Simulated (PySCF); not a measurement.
**KS: energy against distance**

Set-up: K x2c-SVPall, S x2c-SVPall; spin-free X2C with a Gaussian nucleus (PySCF 2.14). Energies in eV from K + S in their ground configurations at the same level. State: ²Π (doublet), unpaired electrons π ↑.

All columns are PBE0. A positive dipole means K(−)S(+).

```csv
R (Å),E (eV),μ (D),Mulliken charge on K (basis-dependent),HOMO (eV),LUMO (eV),Mayer bond order,⟨S²⟩
2.429,-1.903,-8.07,0.57,-4.61,-2.08,0.78,0.75
2.542,-2.213,-8.51,0.58,-4.54,-1.92,0.77,0.75
2.655,-2.379,-8.94,0.58,-4.39,-1.78,0.77,0.75
2.739,-2.436,-9.25,0.58,-4.29,-1.68,0.78,0.75
2.824,-2.452,-9.55,0.57,-4.20,-1.59,0.78,0.75
2.909,-2.437,-9.84,0.56,-4.12,-1.50,0.79,0.75
3.022,-2.382,-10.23,0.55,-4.01,-1.53,0.80,0.76
3.163,-2.277,-10.71,0.54,-3.88,-1.61,0.80,0.76
3.332,-2.118,-11.26,0.54,-3.75,-1.70,0.80,0.76
3.558,-1.880,-11.94,0.54,-3.60,-1.83,0.78,0.77
```

A fit through these points gives, at Re = 2.821 Å, μ = -9.54 D and dμ/dR = -3.53 D/Å; the reduced mass is 17.56 u.

Problem. How strong is the fundamental in the double-harmonic approximation, I = 42.26·(dμ/dR)²/μred km/mol?

Solution. I = 42.26·(-3.53)²/17.56 = 30.0 km/mol at PBE0.

The state was picked by a PBE0 search and need not be the measured ground state.
